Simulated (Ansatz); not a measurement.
Relaxation of a periodic cell of 17 atoms, Ba (host Ba, host structure bcc, interstitial Ba), to a largest force component of 0.03 eV/Å in at most 60 steps.

These are results of DFT PBE-D3(BJ), scalar-relativistic, plane waves, PAW in Ansatz 0.2.0, not measurements. Settings: cutoff 420 eV, k mesh 2x2x2, gaussian smearing 0.15 eV, no spin polarisation.

```xyz
17
Lattice="10.0400 0.0000 0.0000 0.0000 10.0400 0.0000 0.0000 0.0000 10.0400" Properties=species:S:1:pos:R:3:forces:R:3
Ba 0.000 0.000 0.000 -0.02 -1.29 -2.49
Ba 5.020 0.000 0.000 -0.01 0.05 0.11
Ba 0.000 5.020 0.000 0.00 -0.07 0.08
Ba 0.000 0.000 5.020 -0.02 -1.49 2.87
Ba 2.510 2.510 2.510 2.58 1.40 -0.02
Ba 5.020 5.020 0.000 0.00 0.00 -0.02
Ba 5.020 0.000 5.020 -0.01 0.05 -0.11
Ba 7.530 2.510 2.510 -2.27 1.23 -0.02
Ba 0.000 5.020 5.020 0.00 -0.07 -0.08
Ba 2.510 7.530 2.510 -0.07 0.06 0.00
Ba 2.510 2.510 7.530 -0.11 -0.05 -0.01
Ba 5.020 5.020 5.020 0.00 0.00 0.02
Ba 7.530 7.530 2.510 0.07 0.06 0.00
Ba 7.530 2.510 7.530 0.10 -0.04 -0.01
Ba 2.510 7.530 7.530 0.02 0.00 0.00
Ba 7.530 7.530 7.530 -0.02 0.00 0.00
Ba 0.019 1.225 2.531 -0.26 0.15 -0.33
```

Task: Where does it end, and by what steps?

Result: It converged. The force dipped under the threshold on the way, but the program's further checks kept it going. Limits of this set-up: coarse k mesh. After 11 steps the energy has fallen by 2.538 eV; Ba4 moved furthest, 0.64 Å.

| step | energy less start (eV) | largest force component (eV/Å) | accepted |
| --- | --- | --- | --- |
| 0 | 0.0000 | 2.873 | yes |
| 1 | -1.5101 | 1.269 | yes |
| 2 | -2.2299 | 0.580 | yes |
| 3 | -2.5093 | 0.159 | yes |
| 4 | -2.5330 | 0.016 | yes |
| 5 | -2.5330 | 0.016 | yes |
| 6 | -2.5331 | 0.016 | yes |
| 7 | -2.5341 | 0.003 | yes |
| 8 | -2.5343 | 0.004 | yes |
| 9 | -2.5350 | 0.019 | yes |
| 10 | -2.5268 | 0.086 | no |
| 11 | -2.5382 | 0.017 | yes |

```xyz
17
Lattice="10.0400 0.0000 0.0000 0.0000 10.0400 0.0000 0.0000 0.0000 10.0400" Properties=species:S:1:pos:R:3
Ba -0.103 -0.410 -0.475
Ba 5.115 0.086 0.035
Ba -0.062 4.922 0.021
Ba 0.109 -0.409 5.495
Ba 2.985 2.913 2.407
Ba 5.129 5.142 -0.139
Ba 4.926 0.086 4.988
Ba 7.055 2.913 2.619
Ba 0.064 4.920 5.001
Ba 2.492 7.627 2.448
Ba 2.479 2.421 7.626
Ba 4.914 5.144 5.163
Ba 7.551 7.627 2.574
Ba 7.564 2.420 7.438
Ba 2.658 7.406 7.639
Ba 7.385 7.408 7.424
Ba -0.001 1.251 2.508
```

Whether the end is a true minimum wasn't checked by a vibrational analysis.

Time of the run: 2.8 min on 4 threads of Arm Neoverse V1, with other jobs on the host, peak memory 2.8 GiB.
